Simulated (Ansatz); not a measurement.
Mulliken charges of ClF3H2Si2, SMILES `F[Si](F)(F)[SiH2]Cl` from r2SCAN/def2-TZVPP in Ansatz (PBE0-D4/def2-TZVP geometry).

| atom | x (Å) | y (Å) | z (Å) | charge (e) |
| --- | --- | --- | --- | --- |
| F1 | 0.036 | -1.523 | 1.660 | -0.288 |
| Si2 | 0.672 | -0.882 | 0.365 | 0.891 |
| F3 | 2.104 | -0.345 | 0.757 | -0.288 |
| F4 | 0.875 | -2.045 | -0.687 | -0.291 |
| Si5 | -0.675 | 0.810 | -0.512 | 0.308 |
| Cl6 | -0.867 | 2.263 | 0.924 | -0.230 |
| H7 | -0.039 | 1.394 | -1.716 | -0.051 |
| H8 | -2.014 | 0.272 | -0.846 | -0.051 |

Question: By hand: the dipole of these point charges (1 e Å = 4.8032 D).

Answer: Σ q r = (-0.176, -0.009, -0.411) e Å, of length 0.447 e Å = 2.15 D.

Question: How does the dipole of the full density compare? (Best estimate.)

Answer: The calculation gave: (-0.187, 0.116, -0.275) e Å, 1.69 D; the point charges give 1.27 times that, at 23° from its direction.

Point charges leave out the atoms' own dipoles, such as those of lone pairs, and Mulliken's split depends on the basis, so the two needn't agree.
